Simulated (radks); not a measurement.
Values are calculated unless marked as measured or tabulated.
Problem. Tb24+, configuration [Kr] 4d5. Code: a radial shooting solver on a logarithmic mesh with Libxc functionals. Model: non-relativistic Kohn-Sham, r2SCAN, spin-polarised, spherical densities, point nucleus; open shells are filled with parallel spins first (spin-orbit coupling, left out, can overturn this in heavy ions); meta-GGA in the generalised Kohn-Sham scheme; relativity is left out, which matters for an element this heavy. Some entries of the table are withheld. Estimate them.

orbital  occ.  eigenvalue (eV)  <r^2> (bohr^2)  <1/r> (bohr^-1)
1s up       1        -49440.25       0.0007282            64.45
1s down     1        -49440.23       0.0007282            64.45
2s up       1        -8550.233         0.01155            15.01
2s down     1        -8543.773         0.01155            15.02
2p up       3        -8172.302        0.008593            15.02
2p down     3        -8167.616        0.008587            15.02
3s up       1        -2462.591         0.07346            5.722
3s down     1        -2461.166         0.07325            5.726
3p up       3        -2295.425         0.06863            5.655
3p down     3        -2293.424         0.06846            5.656
3d up       5        -1987.044         0.05448            5.546
3d down     5        -1982.721         0.05445            5.543
4s up       1        -1001.976          0.3183              (1)
4s down     1        -988.0077          0.3203              (2)
4p up       3        -932.0756          0.3239              (3)
4p down     3        -918.0651          0.3259              (4)
4d up       5        -807.7738             (5)            2.451
4d down     0        -793.6931             (6)            2.447

Solution. 
(1) 4s up <1/r> (bohr^-1): 2.648
(2) 4s down <1/r> (bohr^-1): 2.637
(3) 4p up <1/r> (bohr^-1): 2.581
(4) 4p down <1/r> (bohr^-1): 2.571
(5) 4d up <r^2> (bohr^2): 0.3286
(6) 4d down <r^2> (bohr^2): 0.3306
